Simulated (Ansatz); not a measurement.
Molecule: PtH, net charge 0, doublet state. The spin state was set by rule; other spins were not relaxed. SMILES: [PtH]
Geometry: optimised at B3LYP-D3(BJ)/def2-TZVP (Ansatz, a quantum-chemistry and plane-wave program).

Parts of the frozen-core correlation energy in def2-SVP (Ansatz, hartree). Frozen orbitals: 4; correlated occupied orbitals by spin: 6 and 5; virtual: 27 and 28. Open shells are spin-unrestricted. No spin-orbit coupling. Past Kr the def2 sets carry scalar-relativistic core potentials.

```csv
term,value
reference (HF),-118.96078
MP2 opposite-spin,…
MP2 same-spin,…
CCSD correlation,…
(T),-0.00603
CCSDT minus CCSD(T),-0.00011
CCSDT(Q) minus CCSD(T),-0.00037
T1 diagnostic,0.033
largest doubles amplitude,0.045
<S^2> of the reference,0.767
```

Problem. Some entries are withheld; supply them.

Solution. 
- MP2 opposite-spin, value: -0.16480
- MP2 same-spin, value: -0.08214
- CCSD correlation, value: -0.24623
